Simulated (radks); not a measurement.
Question: Species: Hg21+. Configuration: [Xe] 4f3 6s2 (not the ground configuration). Calculated with a radial shooting solver on a logarithmic mesh with Libxc functionals: Dirac Kohn-Sham, PBE, spin-unpolarised, spherical densities, finite nucleus; open shells fill j = l - 1/2 first; Fermi nuclear charge, rms radius 5.4648 fm. Some entries of the table are withheld. Estimate them.

orbital,occ.,eigenvalue (eV),<r^2> (bohr^2),<r> (bohr)
1s1/2,2,-83716.54,0.0003811,0.01660
2s1/2,2,-15439.92,(1),0.06930
2p1/2,2,-14844.02,0.004060,0.05696
2p3/2,4,-12899.52,0.005248,0.06565
3s1/2,2,-4243.407,0.03712,0.1799
3p1/2,2,-3975.765,0.03381,0.1702
3p3/2,4,-3543.186,0.04008,0.1859
3d3/2,4,(2),0.03070,0.1618
3d5/2,6,(3),0.03240,0.1666
4s1/2,2,-1455.925,0.1663,0.3840
4p1/2,2,-1340.251,0.1668,0.3832
4p3/2,4,-1222.533,0.1920,0.4116
4d3/2,4,-1033.762,(4),(5)
4d5/2,6,-1010.277,(6),(7)
4f5/2,3,-774.0077,0.1820,0.3973
4f7/2,0,-767.9212,0.1852,0.4010
5s1/2,2,-642.5047,0.6083,0.7390
5p1/2,2,(8),0.6413,0.7575
5p3/2,4,(9),0.7187,0.8022
6s1/2,2,-357.8752,1.752,1.256

Answer: 
(1) 2s1/2 <r^2> (bohr^2): 0.005748
(2) 3d3/2 eigenvalue (eV): -3099.877
(3) 3d5/2 eigenvalue (eV): -3007.468
(4) 4d3/2 <r^2> (bohr^2): 0.1909
(5) 4d3/2 <r> (bohr): 0.4078
(6) 4d5/2 <r^2> (bohr^2): 0.1986
(7) 4d5/2 <r> (bohr): 0.4161
(8) 5p1/2 eigenvalue (eV): -593.9396
(9) 5p3/2 eigenvalue (eV): -557.4930
